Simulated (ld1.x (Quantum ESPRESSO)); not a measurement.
## Before and after: PAW potential for molybdenum

* Element: molybdenum (Mo)
* Generator: ld1.x (Quantum ESPRESSO) 7.5
* Type: PAW
* Functional: LDA (PZ)
* Relativity: scalar-relativistic
* Frozen core: [Ar] 3d10 4s2
* Valence charge: 12
* Reference configuration: 4p6 4d5 5s1 5p0
* Partial waves: 5s (bound): rcut 2.30, rcutus 3.00 bohr; 5s channel at 0.2 Ry: rcut 2.30, rcutus 3.00 bohr; 4p (bound): rcut 1.65, rcutus 1.90 bohr; 5p (bound, empty): rcut 1.65, rcutus 1.90 bohr; 4d (bound): rcut 1.50, rcutus 1.95 bohr; 4d channel at 1.05 Ry: rcut 1.50, rcutus 1.95 bohr
* Local potential: all-electron potential smoothed inside 2.65 bohr (lloc = -1)
* Core correction: Bessel-smoothed model core, default radius (core density twice the valence density)
* Augmentation charge: BESSEL, radius 1.30 bohr

All-electron outer shells of the reference configuration (LDA (PZ), scalar-relativistic, ld1.x):

```csv
shell,level (eV),outermost node (bohr),outermost maximum (bohr)
3d,-221.32,–,0.32
4s,-64.42,0.51,0.99
4p,-38.59,0.52,1.06
5s,-4.33,1.34,2.93
4d,-3.94,0.53,1.38
5p,-1.16,1.54,4.05
```

Change: local potential all-electron potential smoothed inside 1.50 bohr (lloc = -1).

Cutoffs: the cutoffs (Ry, on a coarse ladder) from which the occupation-weighted sum of valence levels, in a spherical-Bessel basis at the reference potential, stays within 10 and 1 mRy of its value at 400 Ry; they do not see the model core or the augmentation charge, which bear on the density cutoff. Errors are all-electron minus pseudo energies relative to the spin-unpolarised reference configuration.

Q: What does the change do?

A: A bound ghost appears in s, which as a rule spoils a file; of the 9 tests that both files solve, the error grows in 3 and shrinks in 2 by more than 15 % and 0.3 meV (median size 2.0 → 1.7 meV). A state that the projectors do not describe sees the local part alone, so a deeper or shallower local part can create or remove a ghost.

| quantity | base | changed |
| --- | --- | --- |
| cutoffs, loose and tight | 30 Ry, 45 Ry | not determined |
| bound ghosts | none | s (p not tested, overlap not positive) |
| error for 4p6 4d5 5s0 5p0, meV [ΔE 7.19 eV] | +1.7 | +2.9 |
| error for 4p6 4d4 5s0 5p0, meV [ΔE 22.89 eV] | -4.7 | -1.3 |
| error for 4p6 4d3 5s0 5p0, meV [ΔE 49.85 eV] | -46 | -34 |
| error for 4p6 4d5 5s0.5 5p0, meV [ΔE 2.86 eV] | +0.2 | 0.0 |
| error for 4p6 4d4 5s1 5p0, meV [ΔE 8.26 eV] | +0.1 | -1.4 |
| error for 4p5 4d5 5s1 5p0, meV [ΔE 44.09 eV] | -23 | -40 |
| error for 4p6 4d5.5 5s0.5 5p0, meV [ΔE 0.31 eV] | -0.4 | -0.4 |
| error for 4p6 4d5 5s1 5p0 (spin-polarised), meV [ΔE -3.92 eV] | -5.5 | -5.5 |
| error for 4p6 4d5 5s0 5p0 (spin-polarised), meV [ΔE 3.80 eV] | -2.0 | +1.7 |
| s: phases at 3.26 bohr within 0.05 rad from the reference energy up to (Ry; the scan ends near 5) | n/a | n/a |
| p: phases at 3.26 bohr within 0.05 rad from the reference energy up to (Ry; the scan ends near 5) | to the end of the scan | to the end of the scan |
| d: phases at 3.26 bohr within 0.05 rad from the reference energy up to (Ry; the scan ends near 5) | to the end of the scan | to the end of the scan |
| lowest overlap eigenvalue by channel | s 0.38, p 0.13, d 0.98 | s 0.16, p -0.08, d 0.93 |

Changed file: the overlap operator is not positive definite in a basis up to 400 Ry (lowest eigenvalue p -0.08), so the file is unfit for use: the generalised eigenproblem breaks down once the basis is large enough, and its test numbers describe a broken file. A true bound ghost makes a file unfit for plane-wave use even where its test errors are small: the radial tests pick states by their node count and pass the ghost by.
